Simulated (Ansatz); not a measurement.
`B[C](=C)[AlH][F]` and `B[C](=C)[AlH2]` differ in one atom or group.

Ansatz, PBE0-D4/def2-TZVP geometries, multiplicity 1. Each molecule was computed in one conformer, which needn't be the lowest.

```csv
property,`B[C](=C)[AlH][F]`
HOMO energy (PBE0/def2-TZVPP) / eV,-7.96
size of the dipole moment (B3LYP/def2-TZVPP) / D,2.48
LUMO energy (B3LYP/def2-TZVPP) / eV,-2.62
LUMO energy (ωB97M-V/def2-TZVPP) / eV,-0.39
zero-point energy (PBE0-D4/def2-TZVP) / kJ/mol,162.3
"ideal-gas entropy at 298 K and 1 bar (rigid rotor, harmonic PBE0-D4/def2-TZVP) / J/(mol·K)",360
```

Problem. What does the change do to each property? (Estimate.)

Solution. The calculation gave: 
```
                                                                                  property  `B[C](=C)[AlH2]`  shift
                                                        HOMO energy (PBE0/def2-TZVPP) / eV             -7.71   0.25
                                          size of the dipole moment (B3LYP/def2-TZVPP) / D              1.25  -1.23
                                                       LUMO energy (B3LYP/def2-TZVPP) / eV             -2.55   0.07
                                                     LUMO energy (ωB97M-V/def2-TZVPP) / eV             -0.38   0.01
                                            zero-point energy (PBE0-D4/def2-TZVP) / kJ/mol             172.0    9.7
ideal-gas entropy at 298 K and 1 bar (rigid rotor, harmonic PBE0-D4/def2-TZVP) / J/(mol·K)               333    -27
```

With PBE0 the HOMO rises by 0.25 eV and the LUMO rises by 0.07 eV, so the gap narrows by about 0.18 eV. PBE moves the HOMO by 0.21 eV and ωB97M-V by 0.24 eV. Dipoles are sizes alone; their direction can turn. Modes under 60 cm⁻¹, often nearly free rotors, make the harmonic entropy too high.

B3LYP here is the variant with VWN-RPA as its local correlation; programs differ in this.
